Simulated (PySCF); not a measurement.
Computed spin Hamiltonian

C4H6FO2Si (doublet state).
Z-matrix (Å and degrees, GFN2-xTB geometry), rows numbered from 1:
```
C 
C   1  1.3268
F   2  1.3528  1  119.90
C   2  1.4874  1  124.61  3   179.50
O   4  1.2430  2  118.82  1     3.82
C   4  1.4191  2  118.12  1  -175.54
Si  6  1.8782  4  121.19  2   178.83
O   7  1.6097  6  110.01  4     0.63
H   1  1.0753  2  121.86  3    -0.08
H   1  1.0743  2  119.13  3   179.98
H   6  1.0782  4  117.29  2    -0.61
H   7  1.4653  6  107.00  4  -118.50
H   7  1.4650  6  107.06  4   119.85
H   8  0.9674  7  116.27  6    -0.41
```

The hyperfine couplings belong to this conformer and change with its torsions.

Identity: `O=C([CH][SiH2]O)C(F)=C` [radical].

Method: UKS B3LYP, pcH-1 on C F H O Si, non-relativistic, mean-field spin-orbit, GIAO (PySCF). Geometry: GFN2-xTB, one conformer, isolated molecule. Couplings are sensitive to structure, and on GFN2-xTB geometries they can be far from those on DFT ones. The SCF solution wasn't tested for stability.

| Property | Result |
| --- | --- |
| g1, g2, g3 | 2.00216, 2.00417, 2.00785 |
| g_iso | 2.00473 |
| Form of g | rhombic: the two nearest values differ by 35 % of g3 − g1 |
| ⟨S²⟩ | 0.7641 (exact 0.7500) |
| α and β electrons | 35, 34 |
| Total energy | -695.82649 Eh |
| Basis functions | 270 |

Isotropic coupling and dipolar principal values T1 to T3, in MHz:

```json
{"atom": "C1", "isotope": "13C", "a_iso": "-0.8", "of which spin–orbit": "0.0", "T1": "-0.9", "T2": "-0.1", "T3": "1.0", "Mulliken spin population": "0.00"}
{"atom": "C2", "isotope": "13C", "a_iso": "-1.4", "of which spin–orbit": "0.0", "T1": "-1.1", "T2": "0.4", "T3": "0.7", "Mulliken spin population": "0.00"}
{"atom": "F3", "isotope": "19F", "a_iso": "-1.2", "of which spin–orbit": "-0.1", "T1": "-4.8", "T2": "1.6", "T3": "3.2", "Mulliken spin population": "0.00"}
{"atom": "C4", "isotope": "13C", "a_iso": "-37.1", "of which spin–orbit": "0.1", "T1": "-10.9", "T2": "2.3", "T3": "8.6", "Mulliken spin population": "-0.10"}
{"atom": "O5", "isotope": "17O", "a_iso": "-22.8", "of which spin–orbit": "-0.6", "T1": "-97.4", "T2": "48.5", "T3": "48.8", "Mulliken spin population": "0.31"}
{"atom": "C6", "isotope": "13C", "a_iso": "58.8", "of which spin–orbit": "-0.2", "T1": "-59.3", "T2": "-59.0", "T3": "118.3", "Mulliken spin population": "0.80"}
{"atom": "Si7", "isotope": "29Si", "a_iso": "34.8", "of which spin–orbit": "-0.1", "T1": "-1.9", "T2": "-0.2", "T3": "2.0", "Mulliken spin population": "-0.04"}
{"atom": "O8", "isotope": "17O", "a_iso": "1.2", "of which spin–orbit": "0.0", "T1": "-0.2", "T2": "0.0", "T3": "0.3", "Mulliken spin population": "0.00"}
{"atom": "H9", "isotope": "1H", "a_iso": "0.0", "of which spin–orbit": "0.0", "T1": "-0.8", "T2": "-0.6", "T3": "1.5", "Mulliken spin population": "0.00"}
{"atom": "H10", "isotope": "1H", "a_iso": "0.0", "of which spin–orbit": "0.0", "T1": "-1.8", "T2": "-1.6", "T3": "3.4", "Mulliken spin population": "0.00"}
{"atom": "H11", "isotope": "1H", "a_iso": "-46.6", "of which spin–orbit": "0.0", "T1": "-28.7", "T2": "-1.5", "T3": "30.3", "Mulliken spin population": "-0.03"}
{"atom": "H12", "isotope": "1H", "a_iso": "54.4", "of which spin–orbit": "0.0", "T1": "-2.7", "T2": "-1.5", "T3": "4.2", "Mulliken spin population": "0.03"}
{"atom": "H13", "isotope": "1H", "a_iso": "54.3", "of which spin–orbit": "0.0", "T1": "-2.7", "T2": "-1.5", "T3": "4.2", "Mulliken spin population": "0.03"}
{"atom": "H14", "isotope": "1H", "a_iso": "-0.2", "of which spin–orbit": "0.0", "T1": "-3.9", "T2": "-2.1", "T3": "6.0", "Mulliken spin population": "0.00"}
```

Largest spin populations (Mulliken): C6 (+0.80), O5 (+0.31) and C4 (-0.10). The angles at C6 add up to 360.0°, so it is planar; its axial dipolar tensor and the negative coupling of its proton fit spin in a p orbital normal to that plane.

Axes: g3 points within 9° of the C4–O5 bond.

Under fast tumbling the dipolar parts average out, and these isotropic splittings remain: 2 × 1H (H12/H13, I = 1/2, 3 lines) with 1.94 mT, 1 × 1H (H11, I = 1/2, 2 lines) with 1.66 mT and 1 × 19F (F3, I = 1/2, 2 lines) with 0.04 mT.

Means are taken over nuclei equivalent by connectivity, which assumes that they swap fast.

The 29Si coupling of Si7 (34.8 MHz) shows only in satellite lines or after enrichment, since that isotope makes up about 4.7 % of natural silicon.

The 13C coupling of C6 (58.8 MHz) shows only in satellite lines or after enrichment, since that isotope makes up about 1.07 % of natural carbon.

Examples of negative spin density at the nucleus (bohr⁻³): Si7 (-0.0392), C4 (-0.0331) and H11 (-0.0104).
